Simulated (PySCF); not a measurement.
**Basis and Hamiltonian dependence of the ionisation energy of Ni⁺**

Ni⁺ [Ar] 3d9 (2D) → Ni²⁺ [Ar] 3d8 (3F). All values are computed (PySCF 2.14, energy differences of UHF-based or UKS calculations, no spin-orbit coupling). Values in eV.

| basis | Hamiltonian | functions | UHF | LDA | PBE0 | MP2 (valence) | CCSD(T) (valence) | CCSD(T) (valence and next inner shell) |
| --- | --- | --- | --- | --- | --- | --- | --- | --- |
| jorge-DZP-DKH | spin-free X2C | 43 | 14.423 | 18.413 | n/a | 16.734 | n/a | n/a |
| cc-pVDZ-DK | spin-free X2C | 43 | 15.098 | n/a | n/a | 18.107 | n/a | n/a |
| cc-pVDZ | non-relativistic | 43 | 15.263 | n/a | n/a | 18.247 | n/a | n/a |
| x2c-TZVPall | spin-free X2C | 48 | 15.034 | n/a | n/a | 17.876 | n/a | n/a |
| pcseg-2 | non-relativistic | 56 | 15.128 | 19.707 | n/a | 18.293 | n/a | n/a |
| aug-cc-pVDZ | non-relativistic | 59 | 15.263 | 19.486 | 18.225 | 18.352 | 17.781 | n/a |
| ANO-RCC-VTZP | spin-free X2C | 59 | 15.068 | 19.818 | 18.322 | 18.411 | 17.821 | 18.094 |
| aug-cc-pVDZ-DK | spin-free X2C | 59 | 15.098 | 19.359 | 18.086 | 18.215 | 17.634 | n/a |
| def2-TZVPPD | non-relativistic | 67 | 15.184 | 19.719 | 18.326 | 18.347 | 17.779 | 18.023 |
| cc-pVTZ-DK | spin-free X2C | 68 | 14.995 | 19.599 | n/a | 18.201 | n/a | n/a |
| x2c-TZVPPall with one added diffuse shell each of s, p, d, f type | spin-free X2C | 80 | 15.017 | 19.589 | 18.185 | 18.287 | 17.721 | n/a |
| aug-cc-pVTZ with one added diffuse shell each of s, p, d, f, g type | non-relativistic | 118 | 15.169 | 19.733 | 18.327 | 18.494 | n/a | n/a |
| aug-cc-pwCVTZ | non-relativistic | 127 | 15.158 | 19.707 | 18.316 | 18.510 | n/a | n/a |
| aug-cc-pwCVTZ-DK with one added diffuse shell each of s, p, d, f, g type | spin-free X2C | 152 | 14.991 | 19.576 | 18.174 | 18.388 | n/a | n/a |

Frozen in the all-electron rows: valence: [Ar]; valence and next inner shell: [Ne].

At UHF, jorge-DZP-DKH lies more than 0.3 eV from the median of the rows with comparable relativity. Sets contracted for the neutral atom can be stiff in a shell that they treat as core.

Non-relativistic rows lack the scalar-relativistic shift.

Between the lowest levels the reference is 18.169 eV (measured; NIST Atomic Spectra Database, ionization energies); it includes spin-orbit coupling, which these numbers lack.
